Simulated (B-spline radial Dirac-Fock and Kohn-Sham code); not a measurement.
**Internal conversion coefficients of Pd at 213 keV**

Z = 46 (palladium), transition energy 213 keV. Calculated with an atomic code on a B-spline grid, using a Dirac-Hartree-Slater potential of the neutral atom with a Latter tail (no hole, which puts coefficients of high multipoles low close above an edge), finite nucleus with surface currents. Subshells that would emit electrons below 1 keV are left out.

| subshell | electron energy (keV) | E2 | M1 | M2 | M4 | M5 |
| --- | --- | --- | --- | --- | --- | --- |
| K | 188.65 | 0.0802 | 0.0421 | 0.230 | 5.40 | 26.1 |
| L1 | 209.40 | 0.00811 | 0.00480 | 0.0291 | 0.865 | 4.72 |
| L2 | 209.67 | 0.00221 | 0.000240 | 0.00260 | 0.171 | 1.22 |
| L3 | 209.83 | 0.00227 | 7.21e-05 | 0.00166 | 0.381 | 3.69 |
| M1 | 212.33 | 0.00151 | 0.000906 | 0.00557 | 0.171 | 0.949 |
| M2 | 212.44 | 0.000444 | 4.83e-05 | 0.000527 | 0.0350 | 0.252 |
| M3 | 212.47 | 0.000458 | 1.45e-05 | 0.000339 | 0.0802 | 0.788 |
| M4 | 212.66 | 1.53e-06 | 1.08e-07 | 2.09e-06 | 0.000865 | 0.0113 |
| M5 | 212.66 | 1.62e-06 | 1.02e-07 | 5.68e-07 | 0.000506 | 0.0105 |
| total |  | 0.0956 | 0.0484 | 0.271 | 7.16 | 38.1 |

Question: For a pure M2 transition, what fraction of decays emits a photon?

Answer: 1/(1 + α) = 0.787 with the total α = 0.271; the total includes the outer subshells that are not listed.
